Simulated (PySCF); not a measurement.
PySCF input:

```python
from pyscf import gto, scf, dft

mol = gto.M(
    atom='''
    N     1.07238702   -0.44618538   -0.28071827
    Si   -0.43296683    0.14426791    0.08398509
    H     1.84356810    0.03667354    0.17499523
    H    -0.96645901    0.12121007    1.52536090
    H    -1.49683899   -0.64256067   -0.64344776
    H    -0.82544356    1.58822401   -0.26767180
    ''',
    basis='def2-tzvpd',
    charge=-1,
    spin=0,
    verbose=4,
)

mf = dft.RKS(mol, xc='m06l').density_fit(auxbasis='def2-universal-jkfit')
mf.grids.level = 4
mf.conv_tol = 1e-9
mf.max_cycle = 100
mf.max_memory = 1500
mf.kernel()
if not mf.converged:
    mf = mf.newton()
    mf.kernel(mf.make_rdm1())
mf.analyze()
```

Task: Which total energy does the run end on?

Result: -346.67683 Eh (M06-L/def2-TZVPD).
